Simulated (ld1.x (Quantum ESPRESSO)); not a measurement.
# Gd (Z = 64): variants of one TM potential

Base potential:

| Quantity | Value |
| --- | --- |
| Element | gadolinium |
| Generator | ld1.x (Quantum ESPRESSO) 7.5 |
| Type | norm-conserving Troullier–Martins (Kleinman–Bylander form) |
| Functional | BLYP |
| Relativity | scalar-relativistic |
| Frozen core | [Xe] |
| Valence charge | 10 |
| Reference configuration | 4f7 5d1 6s2 6p0 |
| Partial waves | 6p (bound, empty): rc 4.20 bohr; 5d (bound): rc 3.55 bohr; 4f (bound): rc 1.20 bohr; 6s (bound): rc 3.25 bohr |
| Local potential | the s channel |
| Core correction | a·sin(br)/r model core, default radius (core density twice the valence density) |

All-electron outer shells of the reference configuration (BLYP, scalar-relativistic, ld1.x):

```tsv
shell	level (eV)	outermost node (bohr)	outermost maximum (bohr)
5s	-49.51	0.65	1.20
5p	-27.02	0.70	1.35
4f	-8.45	–	0.56
6s	-3.99	1.60	3.33
5d	-2.38	0.79	1.97
6p	-1.20	1.93	4.67
```

Cutoffs, loose and tight: the cutoffs (Ry, on a coarse ladder) from which the occupation-weighted sum of valence levels, in a spherical-Bessel basis at the reference potential, stays within 10 and 1 mRy of its value at 400 Ry. They do not see the model core or the augmentation charge, which bear on the density cutoff. Test errors are all-electron minus pseudo excitation energies from the reference, over the configurations 4f7 5d1 6s1 6p0; 4f7 5d1 6s0 6p0; 4f7 5d0 6s0 6p0; 4f6 5d2 6s1 6p0; 4f8 5d1 6s0 6p0; 4f7 5d0 6s2 6p0; 4f7 5d1 6s1 6p1. A dash means not determined; rows that change the core or the reference have their own tests.

| change | outcome | cutoff, loose | cutoff, tight | bound ghosts | largest test error (meV) |
| --- | --- | --- | --- | --- | --- |
| base | generated | 260 Ry | over 300 Ry | none | -1900 |
| wave 5d (bound): rc 3.55 bohr becomes 5d (bound): rc 2.34 bohr | generated | 260 Ry | over 300 Ry | none | -1881 |
| wave 5d (bound): rc 3.55 bohr becomes 5d (bound): rc 2.78 bohr | generated | 260 Ry | over 300 Ry | none | -1882 |
| wave 5d (bound): rc 3.55 bohr becomes 5d (bound): rc 3.16 bohr | generated | 260 Ry | over 300 Ry | none | -1888 |
| wave 5d (bound): rc 3.55 bohr becomes 5d (bound): rc 3.50 bohr | generated | 260 Ry | over 300 Ry | none | -1897 |
| wave 5d (bound): rc 3.55 bohr becomes 5d (bound): rc 4.08 bohr | generated | 260 Ry | over 300 Ry | none | -1921 |
| wave 5d (bound): rc 3.55 bohr becomes 5d (bound): rc 4.54 bohr | generated | 260 Ry | over 300 Ry | none | -2069 |
| wave 5d (bound): rc 3.55 bohr becomes 5d (bound): rc 4.94 bohr | generated | 260 Ry | over 300 Ry | none | -2248 |
| wave 5d (bound): rc 3.55 bohr becomes 5d (bound): rc 5.26 bohr | generated | 260 Ry | over 300 Ry | none | -2450 |

Reading the sweep of the d radius (base included, trends over the rows without a ghost): The loose cutoff stays near 260 Ry. The median size of the test errors (rows with all tests solved) is not monotonic: lowest 39.4 meV at 3.5 bohr, highest 136.6 meV at 5.26 bohr.
